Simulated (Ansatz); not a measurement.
One change: `FC(F)(F)[SeH]` becomes `FC(F)(F)O[SiH3]`.

Ansatz, PBE0-D4/def2-TZVP geometries, multiplicity 1. Each molecule was computed in one conformer, which needn't be the lowest.

Scalar relativity is left out up to krypton.

```tsv
property	`FC(F)(F)[SeH]`
HOMO–LUMO gap (PBE/def2-TZVPP) / eV	4.66
HOMO energy (ωB97M-V/def2-TZVPP) / eV	-9.91
HOMO–LUMO gap (PBE0/def2-TZVPP) / eV	6.85
LUMO energy (ωB97M-V/def2-TZVPP) / eV	1.21
HOMO energy (PBE/def2-TZVPP) / eV	-6.38
HOMO–LUMO gap (ωB97M-V/def2-TZVPP) / eV	11.12
```

Q: Give the same properties after the change, and the shifts. (Estimate.)

A: Computed: 
| property | `FC(F)(F)O[SiH3]` | shift |
| --- | --- | --- |
| HOMO–LUMO gap (PBE/def2-TZVPP) / eV | 7.10 | 2.44 |
| HOMO energy (ωB97M-V/def2-TZVPP) / eV | -12.06 | -2.15 |
| HOMO–LUMO gap (PBE0/def2-TZVPP) / eV | 9.53 | 2.68 |
| LUMO energy (ωB97M-V/def2-TZVPP) / eV | 1.50 | 0.29 |
| HOMO energy (PBE/def2-TZVPP) / eV | -8.18 | -1.80 |
| HOMO–LUMO gap (ωB97M-V/def2-TZVPP) / eV | 13.55 | 2.43 |

With PBE0 the HOMO falls by 2.08 eV and the LUMO rises by 0.61 eV, so the gap widens by about 2.69 eV. PBE moves the HOMO by -1.80 eV and ωB97M-V by -2.15 eV. The zero-point energy changes by 59.4 kJ/mol with +9 modes.

Spin–orbit coupling is left out; it splits and shifts lone-pair levels of the heavy atoms by tenths of an eV.
